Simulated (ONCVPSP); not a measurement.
# Reading a pseudo-wave (fluorine (F))

Columns: radius, all-electron u(r) and pseudo u(r) of the 2s shell (level -67.84 eV) of fluorine in the configuration [He] 2s2 2p3; Wu-Cohen, scalar-relativistic, ONCV scheme, ONCVPSP 4.0.1.

| r (bohr) | all-electron | pseudo |
| --- | --- | --- |
| 0.047 | -0.4005 | 0.0635 |
| 0.095 | -0.4891 | 0.1338 |
| 0.142 | -0.4039 | 0.2093 |
| 0.190 | -0.2297 | 0.2902 |
| 0.237 | -0.0253 | 0.3688 |
| 0.285 | 0.1870 | 0.4477 |
| 0.332 | 0.3813 | 0.5276 |
| 0.380 | 0.5572 | 0.6172 |
| 0.427 | 0.7034 | 0.7140 |
| 0.475 | 0.8252 | 0.8163 |
| 0.522 | 0.9187 | 0.9088 |
| 0.570 | 0.9898 | 0.9850 |
| 0.617 | 1.0379 | 1.0367 |
| 0.665 | 1.0680 | 1.0679 |
| 0.712 | 1.0815 | 1.0814 |
| 0.760 | 1.0817 | 1.0816 |
| 0.807 | 1.0708 | 1.0707 |
| 0.855 | 1.0507 | 1.0506 |
| 0.902 | 1.0238 | 1.0238 |
| 0.950 | 0.9909 | 0.9908 |
| 0.997 | 0.9546 | 0.9545 |
| 1.045 | 0.9145 | 0.9144 |
| 1.092 | 0.8733 | 0.8732 |
| 1.140 | 0.8300 | 0.8300 |
| 1.187 | 0.7872 | 0.7871 |
| 1.235 | 0.7435 | 0.7434 |

(1) How many radial nodes do the two functions have?

(2) At about which radius was the pseudo-wave matched?

(3) Is the pseudo-wave norm-conserving?

## Answers

(1) The all-electron 2s function has n − l − 1 = 1; the pseudo-wave has 0, since the states of the same l below it are removed with the core.

(2) 0.70 bohr, where the columns begin to agree (steps of 0.05 bohr).

(3) Yes: the ONCV scheme keeps the norm inside the radius equal to the all-electron one, which fixes the energy derivative of the logarithmic derivative at the level.
